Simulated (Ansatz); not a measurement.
System: CH₅BN, charge 0, doublet. CH5BN (SMILES [BH]NC, doublet).
B3LYP-D3(BJ)/def2-TZVP minimum from Ansatz (a quantum-chemistry and plane-wave program):
```
N
H 1 1.0142
B 1 1.3718 2 119.71
C 1 1.4583 2 113.25 3 180.00
H 4 1.0882 1 108.81 2 -180.00
H 4 1.0927 5 108.68 1 121.06
H 4 1.0927 5 108.68 6 117.89
H 3 1.1912 1 125.52 2 0.00
```
Charge 0, spin multiplicity 2.

Total energies in hartree (Ansatz). Open shells are spin-unrestricted; no spin-orbit coupling. Cores are frozen in correlated methods. No relativity. For partners of very few electrons the exact lower level stands in for a higher one.

```tsv
species	HF/cc-pVTZ	CCSD(T)/cc-pVTZ	HF/cc-pVQZ	CCSD(T)/cc-pVQZ	CCSD(T)/cc-pVDZ	CCSDT(Q)/cc-pVDZ
1: CH5BN (SMILES [BH]NC, doublet)	-119.92310	-120.44171	-119.93148	-120.47726	-120.31740	-120.31906
2: B (doublet)	-24.53207	-24.59810	-24.53297	-24.60084	-24.58941	-24.58977
3: H (doublet)	-0.49981	-0.49981	-0.49995	-0.49995	-0.49928	-0.49928
4: N (quartet)	-54.40069	-54.51471	-54.40372	-54.52482	-54.47850	-54.47866
5: C (triplet)	-37.69157	-37.78076	-37.69331	-37.78654	-37.76038	-37.76071
```

Task: Work out the atomisation energy (electronic, to ground-state atoms) in kJ/mol: take Hartree-Fock from cc-pVQZ, extrapolate the CCSD(T) correlation energy as X^-3 (X = 3, 4), and add CCSDT(Q) - CCSD(T) in cc-pVDZ. 1 hartree = 2625.5 kJ/mol.

Result: 
Species 1: correlation (64·(-0.54578) - 27·(-0.51861))/37 = -0.56561; step -0.00166; E1 = -119.93148 + (-0.56561) + (-0.00166) = -120.49875
Species 2: correlation (64·(-0.06787) - 27·(-0.06603))/37 = -0.06921; step -0.00036; E2 = -24.53297 + (-0.06921) + (-0.00036) = -24.60254
Species 3: correlation (64·(0.00000) - 27·(0.00000))/37 = 0.00000; step +0.00000; E3 = -0.49995 + (0.00000) + (+0.00000) = -0.49995
Species 4: correlation (64·(-0.12110) - 27·(-0.11402))/37 = -0.12627; step -0.00016; E4 = -54.40372 + (-0.12627) + (-0.00016) = -54.53015
Species 5: correlation (64·(-0.09323) - 27·(-0.08919))/37 = -0.09618; step -0.00033; E5 = -37.69331 + (-0.09618) + (-0.00033) = -37.78982
-1·E1 +1·E2 +5·E3 +1·E4 +1·E5 = 1.07649 hartree = 2826.3 kJ/mol.
